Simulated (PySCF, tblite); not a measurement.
Compound: C₇H₁₁N₂ (charge +1).
Bonds: C1–N2, N2–C3 (aromatic), C3–C4 (aromatic), C4–N5 (aromatic), N5–C6, C6–C7, C7–C8, N5–C9 (aromatic), N2–C9 (aromatic), C6–C8. Hydrogens: H10, H11, H12 on C1; H13 on C3; H14 on C4; H15 on C6; H16, H17 on C7; H18, H19 on C8; H20 on C9.

Structure optimised with GFN2-xTB, isolated species.

Task: List the bond lengths, angles and torsions at this level.

Result: 
```csv
bond,length (pm)
C1–N2,143.8
N2–C3,136.0
C3–C4,136.2
C4–N5,136.3
N5–C6,142.5
"C6–C7, C6–C8",150.4
C7–C8,149.3
N5–C9,133.2
N2–C9,133.2
"C1–H10, C1–H11, C1–H12",109.0
C3–H13,107.1
C4–H14,107.0
C6–H15,108.2
"C7–H16, C8–H19",107.8
"C7–H17, C8–H18",107.9
C9–H20,107.3
```

Bonds in one row agree within 1 pm and their mean is given. A selection of angles:
```csv
angle,degrees
N2–C1–H10,110.3
H10–C1–H11,108.9
C1–N2–C3,125.6
C1–N2–C9,126.5
C3–N2–C9,107.9
N2–C3–C4,107.4
N2–C3–H13,122.6
C4–C3–H13,129.9
C3–C4–N5,107.3
C3–C4–H14,129.3
N5–C4–H14,123.4
C4–N5–C6,127.0
C4–N5–C9,107.8
C6–N5–C9,125.2
N5–C6–C7,119.5
N5–C6–H15,111.5
C7–C6–C8,59.5
C7–C6–H15,118.9
C6–C7–C8,60.2
C6–C7–H16,117.3
C6–C7–H17,118.1
C8–C7–H16,118.9
C8–C7–H17,118.9
H16–C7–H17,113.5
N5–C9–H20,125.3
N2–C9–N5,109.5
N2–C9–H20,125.2
```

Dihedral angles: C4–N5–C6–C7 -36° (synclinal); N5–C6–C7–C8 109° (anticlinal); N5–C6–C8–C7 -109° (anticlinal). The mirror-image conformer, all signs reversed, is as good.

C3 (aromatic CH next to a ring nitrogen) is planar (angles 129.9°, 122.6° and 107.4°, sum 360.0°, 0.00 Å off the plane of its three neighbours). The C–C distances run from 1.362 Å (C3–C4, aromatic) to 1.505 Å (C6–C7, drawn single), a spread of 0.143 Å. N5 (ring nitrogen) is planar (angles 127.0°, 125.2° and 107.8°, sum 360.0°, 0.00 Å off the plane of its three neighbours). C4 (aromatic CH next to a ring nitrogen) is planar (angles 129.3°, 123.4° and 107.3°, sum 360.0°, 0.00 Å off the plane of its three neighbours). The C–N distances run from 1.332 Å (N2–C9, aromatic) to 1.438 Å (C1–N2, drawn single), a spread of 0.106 Å. C9 (aromatic CH next to a ring nitrogen) is planar (angles 125.3°, 125.2° and 109.5°, sum 360.0°, 0.00 Å off the plane of its three neighbours). The 3-membered ring C6–C7–C8 has internal angles of 59.5° to 60.3°.

Its GFN2-xTB frequencies are all real (lowest 51 cm⁻¹). 2 starts were optimised and ended at 0.00 and 0.88 kcal/mol (GFN2-xTB); the lowest of these is shown.

These are computed values.
